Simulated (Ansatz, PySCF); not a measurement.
This PySCF input computes a CCSD(T)/cc-pVDZ energy:

```python
from pyscf import gto, scf, mp, cc as ccmod

mol = gto.M(
    atom='''
    C     1.04026750   -0.37593961   -0.01423724
    N    -0.11684659    0.48974460    0.19151581
    C    -1.24598269   -0.02303043   -0.18381086
    H     1.77800493    0.11733555   -0.66719488
    H     1.55320242   -0.56566915    0.94223077
    H     0.76036857   -1.34627438   -0.46512181
    H    -2.03935871    0.76021600    0.03776388
    ''',
    basis='cc-pvdz',
    charge=-1,
    spin=0,
    verbose=4,
)

mf = scf.RHF(mol)
mf.conv_tol = 1e-10
mf.max_cycle = 100
mf.kernel()
mp2 = mp.MP2(mf, frozen=3).run()
cc = ccmod.CCSD(mf, frozen=3)
cc.max_cycle = 100
cc.kernel()
et = cc.ccsd_t()
print(f'E(CCSD(T)) = {cc.e_tot + et:.9f}')
```

### Question
Write an input for the same energy in Ansatz (a program for electronic structure) and say what it gives.

### Answer

Ansatz 0.2 input:
```yaml
crystal:
  periodic: [false, false, false]
  atoms:
    - {symbol: C, position_ang: [1.04026750, -0.37593961, -0.01423724]}
    - {symbol: N, position_ang: [-0.11684659, 0.48974460, 0.19151581]}
    - {symbol: C, position_ang: [-1.24598269, -0.02303043, -0.18381086]}
    - {symbol: H, position_ang: [1.77800493, 0.11733555, -0.66719488]}
    - {symbol: H, position_ang: [1.55320242, -0.56566915, 0.94223077]}
    - {symbol: H, position_ang: [0.76036857, -1.34627438, -0.46512181]}
    - {symbol: H, position_ang: [-2.03935871, 0.76021600, 0.03776388]}
basis:
  gaussian:
    orbitals: cc-pVDZ
total_charge: -1
magnetization: {spin_polarized: false}
correlation: {method: ccsd_t, electrons: outside_noble_gas}
```
It gives -132.89199 Eh, and PySCF -132.89199 Eh, a difference of 0.00 mEh.

It need not be the lowest isomer of its formula. Whether it binds its extra electron was not tested at this geometry.
